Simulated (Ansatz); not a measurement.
A CCSD(T) single point on Cl2GaH6NSi2, SMILES `[SiH3][N]([SiH3])[Ga]([Cl])[Cl]`.

```yaml
crystal:
  periodic: [false, false, false]
  atoms:
    - {symbol: Si, position_ang: [-0.189742, -1.687268, 0.266783]}
    - {symbol: N, position_ang: [-0.093233, 0.033805, 0.012232]}
    - {symbol: Si, position_ang: [1.465073, 0.727811, -0.362073]}
    - {symbol: Ga, position_ang: [-1.547144, 1.124022, 0.120810]}
    - {symbol: Cl, position_ang: [-1.246258, 3.200743, -0.217909]}
    - {symbol: Cl, position_ang: [-3.504577, 0.448406, 0.562706]}
    - {symbol: H, position_ang: [0.256229, -2.418088, -0.948752]}
    - {symbol: H, position_ang: [-1.596591, -2.044281, 0.572131]}
    - {symbol: H, position_ang: [0.683392, -2.094053, 1.399299]}
    - {symbol: H, position_ang: [1.879468, 1.715234, 0.666334]}
    - {symbol: H, position_ang: [2.436315, -0.398975, -0.381995]}
    - {symbol: H, position_ang: [1.457068, 1.392634, -1.689576]}
basis:
  gaussian: {orbitals: def2-SVP}
correlation: {method: ccsd_t}
```

```sh
$ ansatz run in.yaml --threads 4 --pin off --events-out ev --progress --plain --max-ram 11315MiB
```

The program prints (abridged):

```
Functional definition: HF
1415 factors; integrals over basis functions are off by at most 1.2e-3 eV
mean field evaluation 1: about -94623.8106 eV, gradient 3.5e1 eV
mean field evaluation 2: about -94623.8147 eV, gradient 3.5e1 eV
mean field evaluation 4: about -94627.1019 eV, gradient 4.0e0 eV
mean field evaluation 8: about -94627.1554 eV, gradient 1.7e-4 eV
mean field -94627.15542868 eV, -3477.4838214142 hartree, gradient 3.0e-6 eV, S^2 0.000000; 0 other end points of the search recorded, 0 dependent functions left out
30 core orbitals not correlated: weight in the atoms' cores, before any rotation towards them, 1.000 or more for the frozen orbitals, at most 0.000 for the correlated occupied ones
reference -94627.15542868 eV, -3477.4838214142 hartree; 23, 23 occupied and 95, 95 virtual orbitals, 1415 factors
second order -22.81182044 eV of doubles, -0.00000000 eV of singles
cycle   1  -23.51093809 eV  change   -7.0e-1 eV  update   1.2e-1
cycle   2  -24.24723232 eV  change   -7.4e-1 eV  update   3.6e-2
cycle   3  -24.37614298 eV  change   -1.3e-1 eV  update   1.7e-2
cycle   4  -24.36653712 eV  change    9.6e-3 eV  update   3.9e-3
cycle   5  -24.36498258 eV  change    1.6e-3 eV  update   1.6e-3
cycle   6  -24.36464137 eV  change    3.4e-4 eV  update   4.8e-4
cycle   7  -24.36453963 eV  change    1.0e-4 eV  update   2.1e-4
cycle   8  -24.36458796 eV  change   -4.8e-5 eV  update   6.7e-5
cycle   9  -24.36461076 eV  change   -2.3e-5 eV  update   2.2e-5
perturbative correction -0.68445222 eV, -0.0251531552 hartree
Total energy: -94652.20449166 eV, -3478.4043575000 hartree
```

Run time 20 s (4 threads of an Arm Neoverse V2 on a shared host); peak host memory 1 GiB.

Correlation energy per correlated electron: -0.545 eV. T1 diagnostic: 0.0119.
